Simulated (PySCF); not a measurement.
PySCF job for ammonia borane (BH6N), SMILES [BH3-][NH3+], PBE0/pcSseg-2. Geometry optimised at PBE-D3(BJ)/def2-TZVP.

```python
import numpy as np
from pyscf import gto, scf, dft
from pyscf.prop.nmr import rks as nmr

mol = gto.M(
    atom='''
    B     0.00000000    0.00000000   -0.92458526
    N    -0.00000000   -0.00000000    0.72429715
    H     0.00000000   -1.17523981   -1.24307574
    H     1.01778752    0.58761990   -1.24307574
    H    -1.01778753    0.58761990   -1.24307575
    H    -0.82696379   -0.47744777    1.09402450
    H     0.00000000    0.95489555    1.09402450
    H     0.82696380   -0.47744777    1.09402450
    ''',
    basis='pcSseg-2',
    charge=0,
    spin=0,
    max_memory=1600,
    verbose=3,
)
mf = dft.RKS(mol, xc='pbe0')
mf.grids.level = 3
mf.conv_tol = 1e-10
mf.max_cycle = 100
mf.kernel()
n = nmr.NMR(mf)
n.verbose = 2
n.max_cycle_cphf = 60
sigma = n.kernel()
print('atom   isotropic/ppm   span/ppm')
for i, s in enumerate(sigma):
    w = np.linalg.eigvalsh((s + s.T) / 2)
    print(f'{mol.atom_symbol(i):2s}{i + 1:3d} {w.mean():14.3f} {w[2] - w[0]:11.3f}')
```

Log of the run:

```
converged SCF energy = -83.1381430455929
atom   isotropic/ppm   span/ppm
B   1        122.904      37.668
N   2        226.101      12.674
H   3         29.219       5.794
H   4         29.220       5.794
H   5         29.220       5.794
H   6         28.531      15.523
H   7         28.531      15.523
H   8         28.531      15.523
```

Self-consistency was reached.
